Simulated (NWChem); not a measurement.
System: CH5BrSn; SMILES [Br][SnH2][CH3]

NWChem printed, in part:

```
             Northwest Computational Chemistry Package (NWChem) 7.3.0
             --------------------------------------------------------

                             Geometry "geometry" -> ""
                             -------------------------

 Output coordinates in angstroms (scale by  1.889725989 to convert to a.u.)

  No.       Tag          Charge          X              Y              Z
 ---- ---------------- ---------- -------------- -------------- --------------
    1 Sn                  50.0000     0.32702300    -0.78651100    -0.00042100
    2 C                    6.0000    -1.58784900    -1.74384200    -0.00083100
    3 Br                  35.0000    -0.10819400     1.68670800     0.00002200
    4 H                    1.0000     1.23604700    -1.10076400    -1.41698900
    5 H                    1.0000     1.23580200    -1.10128000     1.41617800
    6 H                    1.0000    -2.14737900    -1.44474900     0.89580200
    7 H                    1.0000    -1.45944600    -2.83607000    -0.00330300
    8 H                    1.0000    -2.14881100    -1.44091300    -0.89528700

 Effective nuclear repulsion energy (a.u.)     569.8392551488

                              NWChem Property Module
                              ----------------------

                                 NWChem DFT Module
                                 -----------------

 Summary of "ao basis" -> "ao basis" (spherical)
 ------------------------------------------------------------------------------
       Tag                 Description            Shells   Functions and Types
 ---------------- ------------------------------  ------  ---------------------
 Sn                          sto-3g                 11       27   5s4p2d
 C                           sto-3g                  3        5   2s1p
 Br                          sto-3g                  8       18   4s3p1d
 H                           sto-3g                  1        1   1s

            General Information
            -------------------
          SCF calculation type: DFT
          Wavefunction type:  closed shell.
          No. of atoms     :     8
          No. of electrons :    96
           Alpha electrons :    48
            Beta electrons :    48
          Charge           :     0
          Spin multiplicity:     1
          Use of symmetry is: off; symmetry adaption is: off
          Maximum number of iterations: 150
          AO basis - number of functions:    55
                     number of shells:    27
          Convergence on energy requested:  1.00D-06
          Convergence on density requested:  1.00D-05
          Convergence on gradient requested:  5.00D-04

              XC Information
              --------------
                         B3LYP Method XC Potential
                     Hartree-Fock (Exact) Exchange  0.200
                        Slater Exchange Functional  0.800 local
                    Becke 1988 Exchange Functional  0.720 non-local
              Lee-Yang-Parr Correlation Functional  0.810
                  VWN I RPA Correlation Functional  0.190 local

             Grid Information
             ----------------
          Grid used for XC integration:  medium
          Radial quadrature: Mura-Knowles
          Angular quadrature: Lebedev.
          Tag              B.-S. Rad. Rad. Pts. Rad. Cut. Ang. Pts.
          ---              ---------- --------- --------- ---------
          Sn                  1.45      123           8.0       590
          C                   0.70       49           9.0       434
          Br                  1.15      112          11.0       590
          H                   0.35       45          11.0       434
          Grid pruning is: on
          Number of quadrature shells:   509
          Spatial weights used:  Erf1

      Superposition of Atomic Density Guess
      -------------------------------------

 Sum of atomic energies:       -8547.34934264

      Non-variational initial energy
      ------------------------------

 Total energy =   -8547.337918
 1-e energy   =  -13008.036087
 2-e energy   =    3890.858914
 HOMO         =      -0.181711
 LUMO         =       0.271503

   convergence    iter        energy       DeltaE   RMS-Dens  Diis-err
 ---------------- ----- ----------------- --------- --------- ---------
 d= 0,ls=0.0,diis     1  -8551.9832931882 -9.12D+03  2.19D-02  1.98D-01
 d= 0,ls=0.0,diis     2  -8552.0153125909 -3.20D-02  9.68D-03  5.10D-02
 d= 0,ls=0.0,diis     3  -8552.0294037655 -1.41D-02  1.79D-03  4.15D-03
 d= 0,ls=0.0,diis     4  -8552.0302598576 -8.56D-04  4.60D-04  4.17D-04
 d= 0,ls=0.0,diis     5  -8552.0303358269 -7.60D-05  2.77D-05  1.06D-06
 d= 0,ls=0.0,diis     6  -8552.0303360532 -2.26D-07  5.10D-06  1.67D-08

         Total DFT energy =    -8552.030336053178
      One electron energy =   -13001.226914675277
           Coulomb energy =     4140.222809049743
    Exchange-Corr. energy =     -260.865485576407
 Nuclear repulsion energy =      569.839255148763

 Numeric. integr. density =       95.999989682067

                       DFT Final Molecular Orbital Analysis
                       ------------------------------------

[...]

 DFT Linear Response polarizability / au
 Frequency  =       0.0773000 / au
 Wavelength =     589.4353558 / nm
              X              Y              Z
 -----------------------------------------------
 X      23.4606524     -0.6771792      0.0004818
 Y      -0.6771987     40.9010170      0.0049730
 Z       0.0004818      0.0049730     19.5457268
 -----------------------------------------------
 Eigenvalues =      23.4343983     40.9272723     19.5457256
 Isotropic   =      27.9691321
 Anisotropic =      19.7267960
 -----------------------------------------------

 Magnetic Dipole Response Matrix (nonzero elements):
```

Level: B3LYP/STO-3G, non-relativistic. STO-3G and 3-21G are far too small for this property and stand as cheap habits. The geometry was optimised at PBE0/def2-SVP (def2 core potentials past Kr). B3LYP is NWChem's, with the RPA form of VWN correlation.

Reconstruct the input file.

Several could match; the one computed here: the input that was run:
```
start job
memory heap 200 mb stack 900 mb global 1100 mb
geometry units angstroms noautosym nocenter noautoz
  Sn     0.327023    -0.786511    -0.000421
  C     -1.587849    -1.743842    -0.000831
  Br    -0.108194     1.686708     0.000022
  H      1.236047    -1.100764    -1.416989
  H      1.235802    -1.101280     1.416178
  H     -2.147379    -1.444749     0.895802
  H     -1.459446    -2.836070    -0.003303
  H     -2.148811    -1.440913    -0.895287
end
basis spherical
  * library sto-3g
end
dft
  xc b3lyp
  iterations 150
end
property
  response 1 0.0773
end
task dft property
```
